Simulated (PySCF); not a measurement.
# Calculated NMR parameters of C#C[Si@](N)(C=C)[SiH2]O

| Property | Result |
| --- | --- |
| Formula | C4H9NOSi2 |
| SMILES | C#C[Si@](N)(C=C)[SiH2]O |
| InChI | InChI=1S/C4H9NOSi2/c1-3-8(5,4-2)7-6/h1,4,6H,2,5,7H2/t8-/m1/s1 |
| Point group of the computed structure | C1 |
| Degrees of unsaturation | 3 |
| Carbon signals | 4 |
| Proton signals | 8 |

Structure with atom numbers: `[CH:1]#[C:2][Si@:3]([NH2:4])([CH:5]=[CH2:6])[SiH2:7][OH:8]`. Each H is labelled by its parent atom. Ha(C6) is cis to Si3; Ha(Si7) is pro-R; Hb(Si7) is pro-S; Hb(C6) is trans to Si3.

How the numbers were obtained: σ from GIAO-PBE0/pcSseg-1, GFN2-xTB geometry, in PySCF (relativity neglected, no solvent model, averaged over atoms made equivalent by symmetry, fast rotation or ring inversion, one conformer).

Shifts are taken against calculated references (same method and geometry level): 1H (σref 31.72) and 13C (σref 186.93) and 29Si (σref 349.16) vs TMS; 15N (σref 267.73) against NH3; H2O for 17O (σref 336.08).

| carbon | δC, type | δH (multiplicity) | HMBC from (2–3 bonds) | span of the C tensor (ppm) |
| --- | --- | --- | --- | --- |
| C1 | 100.9, CH | 2.05 (s) | – | 231 |
| C2 | 94.9, C | – | H(C5), Ha(Si7), Hb(Si7), H(C1) | 303 |
| C5 | 145.4, CH | 6.50 (m) | Hb(C6), Ha(C6), Ha(Si7), Hb(Si7) | 242 |
| C6 | 141.4, CH2 | Hb(C6) 6.42 (m); Ha(C6) 6.42 (m) | H(C5) | 244 |

Other nuclei:
```csv
atoms,nucleus,environment,δ (ppm),σ (ppm)
Ha(Si7),1H,"hydrogen on a silicon bonded to O, Si",5.52,26.19
Hb(Si7),1H,"hydrogen on a silicon bonded to O, Si",5.51,26.21
H(O8),1H,hydrogen on an oxygen bonded to Si,0.35,31.37
H(N4),1H,hydrogen on a nitrogen bonded to Si,0.31,31.40
Si7,29Si,"silicon bonded to O, Si, 2 H",-29.0,378.2
Si3,29Si,"silicon bonded to 2 C, N, Si",-46.9,396.0
N4,15N,"nitrogen bonded to Si, 2 H",18.9,248.9
O8,17O,"oxygen bonded to Si, H",-5.7,341.8
```

1. Carbon types of the structure: 1 × C, 2 × CH, 1 × CH2, leaving 5 H on heteroatoms.
2. δC 145.4: alkene CH; as expected for a trigonal carbon in a double bond.
3. δC 141.4: terminal =CH2 carbon; as expected for a trigonal carbon in a double bond.
4. δC 100.9: terminal alkyne carbon; the triple bond shields along its axis, which puts it between sp3 and sp2 carbons.
5. δC 94.9: alkyne carbon; the triple bond shields along its axis, which puts it between sp3 and sp2 carbons.
6. δH 6.50: hydrogen on an alkene CH; a vinylic proton, deshielded by the sp2 carbon and the C=C anisotropy.

The OH or NH signal is concentration- and solvent-dependent in practice; the value given is the gas-phase one. Shifts are as computed. Against solution values, carbons near 30 ppm lie about +3 ppm off and those near 130 ppm about +5 ppm. Of 1211 compounds with measured shifts, 218 miss one by over three times the rms of a fit or turn the order of signals round; such compounds aren't used in these exercises. Experimental scales use liquid or dissolved standards, which lie at an offset from isolated NH3 (liquid NH3: subtract about 20 ppm) and H2O (liquid H2O: subtract about 36 ppm). Multiplicities follow the n + 1 count of equivalent neighbours, as no J values were calculated; m marks all less simple cases, F and P coupling included.
